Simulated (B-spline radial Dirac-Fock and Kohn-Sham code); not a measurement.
**Form factor and incoherent scattering function of Br²⁺**

System: the Br²⁺ ion, [Ar] 3d10 4s2 4p3.

Input of the calculation (task.json; shells as n, l, electrons):

```json
{"items": [{
  "Z": 35,
  "q": 2,
  "cfg": [[1, 0, 2], [2, 0, 2], [2, 1, 6], [3, 0, 2], [3, 1, 6], [3, 2, 10], [4, 0, 2], [4, 1, 3]],
  "A": 79,
  "rrms": 4.1629,
  "do": ["scatter"],
  "s": [0.0, 0.05, 0.1, 0.15, 0.2, 0.25, 0.3, 0.35, 0.4, 0.45, 0.5, 0.6, 0.7, 0.8, 0.9, 1.0, 1.1, 1.2, 1.4, 1.6, 1.8, 2.0, 2.5, 3.0, 3.5, 4.0, 5.0, 6.0],
  "pz": [0, 0.1, 0.2, 0.3, 0.4, 0.5, 0.6, 0.8, 1.0, 1.2, 1.4, 1.6, 1.8, 2.0, 2.5, 3.0, 4.0, 5.0, 7.0, 10.0, 15.0, 20.0, 30.0, 40.0, 60.0, 100.0],
  "hv_scatter": [2000, 5000, 10000, 17479.3, 20000, 30000, 50000, 500000]
}]}
```

Launch: `python xray_run.py task.json out`

These are calculated numbers from a radial finite-basis atomic code; the model is relativistic Hartree-Fock (Dirac-Fock) wave functions, averaged over the configuration. f₀ is the Fourier transform of the spherical electron density, S the Waller-Hartree incoherent function, and s = sin θ/λ.

```
s (Å⁻¹)      f₀       S
      0  33.000   0.000
   0.05  32.546   0.537
    0.1  31.301   1.903
   0.15  29.554   3.599
    0.2  27.620   5.264
   0.25  25.725   6.769
    0.3  23.976   8.113
   0.35  22.391   9.333
    0.4  20.942  10.463
   0.45  19.593  11.529
    0.5  18.318  12.544
    0.6  15.948  14.435
    0.7  13.824  16.148
    0.8  11.992  17.692
    0.9  10.474  19.081
      1   9.259  20.326
    1.1   8.311  21.432
    1.2   7.581  22.409
    1.4   6.575  24.020
    1.6   5.914  25.276
    1.8   5.398  26.284
      2   4.931  27.122
    2.5   3.834  28.712
      3   2.907  29.786
    3.5   2.234  30.503
      4   1.792  30.989
      5   1.336  31.607
      6   1.123  32.009
```

f₀ starts at the number of electrons, 33, and has fallen to half at s ≈ 0.58 Å⁻¹. The sum of ⟨r²⟩ over the electrons is 25.25 bohr².
